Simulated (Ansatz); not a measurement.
Ansatz (a quantum-chemistry and plane-wave program) input file for WF5, SMILES [F][W]([F])([F])([F])[F] (connectivity only; charge and spin as stated), neutral, multiplicity 2, r2SCAN-D4/def2-SVP. 

Ansatz 0.2 input:
```yaml
crystal:
  periodic: [false, false, false]
  atoms:
    - {symbol: W, position_ang: [0.00000000, 0.00000000, 0.04410193]}
    - {symbol: F, position_ang: [0.39467264, 1.78203497, 0.29358884]}
    - {symbol: F, position_ang: [-0.39467265, -1.78203498, 0.29358879]}
    - {symbol: F, position_ang: [-1.00003072, 0.70329886, -1.41079277]}
    - {symbol: F, position_ang: [1.00003072, -0.70329883, -1.41079279]}
    - {symbol: F, position_ang: [-0.00000001, -0.00000003, 1.87179209]}
basis:
  gaussian:
    orbitals: def2-SVP
hamiltonian:
  xc: r2scan
  dispersion: d4
magnetization: {spin_polarized: true, initial_magnetization: 1}
relax: {f_tol: 0.002, max_steps: 200}
```

It prints:

```
WARN ansatz: RAYON_NUM_THREADS=1 ignored (pool sized by the plan → 1); use --threads N
Functional definition: r2SCAN
integrals: 0.05 GiB planned
1047 factors; their error is unknown
mean field: 0.42 GiB planned
mean field evaluation 1: about -15390.3197 eV, gradient 5.4e1 eV
mean field evaluation 2: about -15248.8345 eV, gradient 2.0e2 eV
mean field evaluation 4: about -15399.5094 eV, gradient 1.8e1 eV
mean field evaluation 8: about -15400.5647 eV, gradient 1.5e-1 eV
mean field evaluation 16: about -15400.4911 eV, gradient 6.1e-4 eV
mean field evaluation 32: about -15399.5403 eV, gradient 1.4e0 eV
mean field -15400.49109368 eV, -565.9576088648 hartree, gradient 3.6e-5 eV, S^2 0.752351; 3 other end points of the search recorded, 0 dependent functions left out
the calculation of the forces begins
reference -15400.49113068 eV, -565.9576102246 hartree; 30, 29 occupied and 72, 73 virtual orbitals, 1047 factors
relax step   1: F+E_penalty+E_count = -15400.51830943 eV  Δ(F+E_penalty+E_count) = +0.000e0 eV  max|allowed force component| = 3.987e0 eV/Å  Δτ_max = 0.0000 Å  (87 SCF iters, accepted)
these checks for a lower state are left out or cut short: starts, cluster_reference, orbital_swaps, neighbouring_geometries, increment
integrals: 0.05 GiB planned
1047 factors; their error is unknown
mean field: 0.42 GiB planned
mean field -15400.75024318 eV, -565.9671324334 hartree, gradient 1.6e-5 eV, S^2 0.752156; 0 other end points of the search recorded, 0 dependent functions left out
the calculation of the forces begins
reference -15400.75028065 eV, -565.9671338103 hartree; 30, 29 occupied and 72, 73 virtual orbitals, 1047 factors
relax step   2: F+E_penalty+E_count = -15400.77751036 eV  Δ(F+E_penalty+E_count) = -2.592e-1 eV  max|allowed force component| = 7.221e-1 eV/Å  Δτ_max = 0.1921 Å  (48 SCF iters, accepted)
these checks for a lower state are left out or cut short: starts, cluster_reference, orbital_swaps, neighbouring_geometries, increment
integrals: 0.05 GiB planned
1047 factors; their error is unknown
mean field: 0.42 GiB planned
mean field -15400.78002060 eV, -565.9682267334 hartree, gradient 1.9e-5 eV, S^2 0.752177; 0 other end points of the search recorded, 0 dependent functions left out
the calculation of the forces begins
reference -15400.78005809 eV, -565.9682281111 hartree; 30, 29 occupied and 72, 73 virtual orbitals, 1047 factors
relax step   3: F+E_penalty+E_count = -15400.80731429 eV  Δ(F+E_penalty+E_count) = -2.980e-2 eV  max|allowed force component| = 1.326e-1 eV/Å  Δτ_max = 0.0361 Å  (42 SCF iters, accepted)
these checks for a lower state are left out or cut short: starts, cluster_reference, orbital_swaps, neighbouring_geometries, increment
integrals: 0.05 GiB planned
1047 factors; their error is unknown
mean field: 0.42 GiB planned
mean field evaluation 64: about -15400.7547 eV, gradient 1.6e-5 eV
mean field -15400.75473024 eV, -565.9672973298 hartree, gradient 1.6e-5 eV, S^2 0.752662; 0 other end points of the search recorded, 0 dependent functions left out
the calculation of the forces begins
reference -15400.75476796 eV, -565.9672987159 hartree; 30, 29 occupied and 72, 73 virtual orbitals, 1047 factors
relax step   4: F+E_penalty+E_count = -15400.78204318 eV  Δ(F+E_penalty+E_count) = +2.527e-2 eV  max|allowed force component| = 2.714e-1 eV/Å  Δτ_max = 0.2000 Å  (47 SCF iters, rejected (line search))
these checks for a lower state are left out or cut short: starts, cluster_reference, orbital_swaps, neighbouring_geometries, increment
integrals: 0.05 GiB planned
1047 factors; their error is unknown
mean field: 0.42 GiB planned
mean field -15400.78896090 eV, -565.9685552833 hartree, gradient 2.0e-5 eV, S^2 0.752388; 0 other end points of the search recorded, 0 dependent functions left out
the calculation of the forces begins
reference -15400.78899854 eV, -565.9685566667 hartree; 30, 29 occupied and 72, 73 virtual orbitals, 1047 factors
relax step   5: F+E_penalty+E_count = -15400.81627807 eV  Δ(F+E_penalty+E_count) = -8.964e-3 eV  max|allowed force component| = 2.620e-2 eV/Å  Δτ_max = 0.0869 Å  (46 SCF iters, accepted)
these checks for a lower state are left out or cut short: starts, cluster_reference, orbital_swaps, neighbouring_geometries, increment
integrals: 0.05 GiB planned
1047 factors; their error is unknown
mean field: 0.42 GiB planned
mean field -15400.78911378 eV, -565.9685609018 hartree, gradient 2.3e-5 eV, S^2 0.752399; 0 other end points of the search recorded, 0 dependent functions left out
the calculation of the forces begins
reference -15400.78915143 eV, -565.9685622853 hartree; 30, 29 occupied and 72, 73 virtual orbitals, 1047 factors
relax step   6: F+E_penalty+E_count = -15400.81642554 eV  Δ(F+E_penalty+E_count) = -1.475e-4 eV  max|allowed force component| = 2.723e-2 eV/Å  Δτ_max = 0.0046 Å  (42 SCF iters, accepted)
these checks for a lower state are left out or cut short: starts, cluster_reference, orbital_swaps, neighbouring_geometries, increment
integrals: 0.05 GiB planned
1047 factors; their error is unknown
mean field: 0.42 GiB planned
mean field -15400.78913910 eV, -565.9685618322 hartree, gradient 2.4e-5 eV, S^2 0.752397; 0 other end points of the search recorded, 0 dependent functions left out
the calculation of the forces begins
reference -15400.78917675 eV, -565.9685632158 hartree; 30, 29 occupied and 72, 73 virtual orbitals, 1047 factors
relax step   7: F+E_penalty+E_count = -15400.81645382 eV  Δ(F+E_penalty+E_count) = -2.828e-5 eV  max|allowed force component| = 3.121e-3 eV/Å  Δτ_max = 0.0012 Å  (44 SCF iters, accepted)
these checks for a lower state are left out or cut short: starts, cluster_reference, orbital_swaps, neighbouring_geometries, increment
integrals: 0.05 GiB planned
1047 factors; their error is unknown
mean field: 0.42 GiB planned
mean field evaluation 96: about -15400.7891 eV, gradient 2.0e-5 eV
mean field -15400.78914134 eV, -565.9685619145 hartree, gradient 2.0e-5 eV, S^2 0.752400; 0 other end points of the search recorded, 0 dependent functions left out
the calculation of the forces begins
reference -15400.78917899 eV, -565.9685632982 hartree; 30, 29 occupied and 72, 73 virtual orbitals, 1047 factors
relax step   8: F+E_penalty+E_count = -15400.81645592 eV  Δ(F+E_penalty+E_count) = -2.097e-6 eV  max|allowed force component| = 1.086e-3 eV/Å  Δτ_max = 0.0010 Å  (35 SCF iters, accepted)
integrals: 0.05 GiB planned
1047 factors; their error is unknown
mean field: 0.42 GiB planned
mean field evaluation 128: about -15400.0474 eV, gradient 9.6e-2 eV
mean field -15400.78914134 eV, -565.9685619145 hartree, gradient 1.9e-5 eV, S^2 0.752400; 7 other end points of the search recorded, 0 dependent functions left out
the calculation of the forces begins
reference -15400.78917899 eV, -565.9685632982 hartree; 30, 29 occupied and 72, 73 virtual orbitals, 1047 factors
Total energy: -15400.81649357 eV, -565.9695670903 hartree
Atom 0 at    -0.000000    -0.000000    -0.014658 Å, force    -0.000000     0.000000     0.001086 eV/Å
Atom 1 at     0.521741     1.799390     0.169675 Å, force     0.000378     0.000560    -0.000017 eV/Å
Atom 2 at    -0.521741    -1.799390     0.169675 Å, force    -0.000378    -0.000560    -0.000017 eV/Å
Atom 3 at    -1.225344     0.641830    -1.237767 Å, force    -0.000380    -0.000117    -0.000039 eV/Å
Atom 4 at     1.225344    -0.641830    -1.237767 Å, force     0.000380     0.000117    -0.000039 eV/Å
Atom 5 at    -0.000000    -0.000000     1.832327 Å, force    -0.000000    -0.000000    -0.000974 eV/Å
Dipole moment:    -0.000000     0.000000     0.036436 e Å
```

Self-consistency was reached.

Cost: very roughly 80 core-seconds.
